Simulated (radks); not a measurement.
Task: Method: scalar-relativistic Kohn-Sham, LB94 model potential, spin-polarised, spherical densities, finite nucleus; Fermi nuclear charge, rms radius of each element as measured or else 0.836 A^(1/3) + 0.57 fm; computed with a radial shooting solver on a logarithmic mesh with Libxc functionals. Response by self-consistent Sternheimer equations with the Hartree and adiabatic LDA kernel, the relativistic mass of each level held fixed and spin-orbit coupling left out. Rank Ru8+, Tc7+, Mo6+, Sr2+, Nb5+, Kr, Zr4+, Rb+ (NIST ground configurations) by static dipole polarisability, largest first.

Result: Kr 16.93, Rb+ 9.321, Sr2+ 5.947, Zr4+ 3.025, Nb5+ 2.306, Mo6+ 1.809, Tc7+ 1.452, Ru8+ 1.187 bohr^3.
